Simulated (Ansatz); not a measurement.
A run for Ansatz (a first-principles code): R-r2SCAN/def2-TZVPP on C6H6 (SMILES c1ccccc1).

Ansatz 0.2 input:
```yaml
crystal:
  periodic: [false, false, false]
  atoms:
    - {symbol: C, position_ang: [-0.79935675, 1.14676003, 0.03328379]}
    - {symbol: C, position_ang: [-1.39220322, -0.11630126, -0.05802566]}
    - {symbol: C, position_ang: [-0.59284695, -1.26305605, -0.09130470]}
    - {symbol: C, position_ang: [0.79935675, -1.14676003, -0.03328379]}
    - {symbol: C, position_ang: [1.39220322, 0.11630126, 0.05802566]}
    - {symbol: C, position_ang: [0.59284695, 1.26305605, 0.09130470]}
    - {symbol: H, position_ang: [-1.42413923, 2.04306874, 0.05930380]}
    - {symbol: H, position_ang: [-2.48035714, -0.20720652, -0.10338232]}
    - {symbol: H, position_ang: [-1.05622205, -2.25027099, -0.16266157]}
    - {symbol: H, position_ang: [1.42413923, -2.04306874, -0.05930380]}
    - {symbol: H, position_ang: [2.48035714, 0.20720652, 0.10338232]}
    - {symbol: H, position_ang: [1.05622205, 2.25027099, 0.16266157]}
basis:
  gaussian:
    orbitals: def2-TZVPP
hamiltonian:
  xc: {name: r2SCAN}
scf: {lower_state_search: off}
```

It printed:

```
WARN ansatz: RAYON_NUM_THREADS=4 ignored (pool sized by the plan → 4); use --threads N
Functional definition: r2SCAN
these checks for a lower state are left out or cut short: stability, starts, cluster_reference, orbital_swaps, neighbouring_geometries, increment
integrals: 0.20 GiB planned
1434 factors; their error is unknown
mean field: 1.63 GiB planned
mean field evaluation 1: about -6306.5057 eV, gradient 6.8e1 eV
mean field evaluation 2: about -6296.4673 eV, gradient 9.4e1 eV
mean field evaluation 4: about -6318.2807 eV, gradient 1.5e0 eV
mean field evaluation 8: about -6318.2497 eV, gradient 7.6e-1 eV
mean field evaluation 16: about -6318.2505 eV, gradient 2.2e-5 eV
mean field -6318.25049914 eV, -232.1914231796 hartree, gradient 6.0e-6 eV, S^2 0.000000; 0 other end points of the search recorded, 0 dependent functions left out
reference -6318.25051085 eV, -232.1914236096 hartree; 21, 21 occupied and 249, 249 virtual orbitals, 1434 factors
Total energy: -6318.25051085 eV, -232.1914236096 hartree
Checks for a lower state left out: stability, starts, cluster_reference, orbital_swaps, neighbouring_geometries, increment
```

The calculation finished and met its thresholds.

Cost: very roughly 5 core-seconds.
